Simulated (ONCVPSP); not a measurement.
# What one change does to a pseudopotential (Bi, ONCV)

```
Element                 : bismuth
Generator               : ONCVPSP 4.0.1
Type                    : optimised norm-conserving Vanderbilt (ONCV)
Functional              : PBE
Relativity              : scalar-relativistic
Frozen core             : [Xe] 4f14
Valence charge          : 15
Reference configuration : 5d10 6s2 6p2 (charge +1)
Partial waves           : 6s: rc 1.85 bohr, ncon 4, nbas 8, qcut 3.1 1/bohr, 2 projectors, debl 1.4 Ha; 6p: rc 1.85 bohr, ncon 4, nbas 8, qcut 5.2 1/bohr, 2 projectors, debl 1.3 Ha; 5d: rc 1.40 bohr, ncon 4, nbas 9, qcut 9.3 1/bohr, 2 projectors, debl 2.9 Ha; f scattering state at 0.44 Ha: rc 1.60 bohr, ncon 4, nbas 8, qcut 6.5 1/bohr, 2 projectors, debl 4 Ha
Local potential         : polynomial inside 1.40 bohr (lpopt 5, dvloc0 0 Ha)
Core correction         : none
```

All-electron outer shells of the reference configuration (PBE, scalar-relativistic, ld1.x):

| shell | level (eV) | outermost node (bohr) | outermost maximum (bohr) |
| --- | --- | --- | --- |
| 4f | -160.75 | – | 0.34 |
| 5p | -104.00 | 0.48 | 0.86 |
| 5d | -35.19 | 0.51 | 1.03 |
| 6s | -22.11 | 0.98 | 1.86 |
| 6p | -11.44 | 1.14 | 2.35 |

Change: all radii scaled by about 1.07 (s 1.98, p 1.98, d 1.50, f 1.72 bohr); local potential polynomial inside 1.50 bohr (lpopt 5, dvloc0 0 Ha).

Cutoffs: the cutoffs (Ha) at which the residual kinetic energy of the hardest occupied pseudo-wave falls to 1 and 0.1 mHa per electron; they do not see the model core or the augmentation charge, which bear on the density cutoff. Errors are all-electron minus pseudo energies relative to the spin-unpolarised reference configuration.

Q: How do hardness, ghosts and transferability respond?

A: The potential gets neither clearly harder nor softer (27 Ha and 55 Ha → 28 Ha and 42 Ha); both files keep a bound ghost (p, s); of the 4 tests that both files solve, the error grows in 2 and shrinks in 1 by more than 15 % and 0.3 meV (median size 8.5 → 9.2 meV).

```tsv
quantity	base	changed
cutoff, loose	27 Ha	28 Ha
cutoff, tight	55 Ha	42 Ha
loose cutoff by channel	s 22 Ha, p 14 Ha, d 27 Ha	s 23 Ha, p 7.5 Ha, d 28 Ha
bound ghosts	s, p	s, p
GHOST(+) flags under 300 eV	none	p at 88.8 eV
error for 5d10 6s2 6p3, meV [ΔE -7.91 eV]	+4.9	+3.6
error for 5d10 6s2 6p1, meV [ΔE 15.25 eV]	-5.3	-6.7
error for 5d10 6s2 6p0, meV [ΔE 38.59 eV]	-12	-12
error for 5d9 6s2 6p4, meV [ΔE 16.29 eV]	-51	-196
```

 A true bound ghost makes a file unfit for plane-wave use even where its test errors are small: the radial tests pick states by their node count and pass the ghost by.
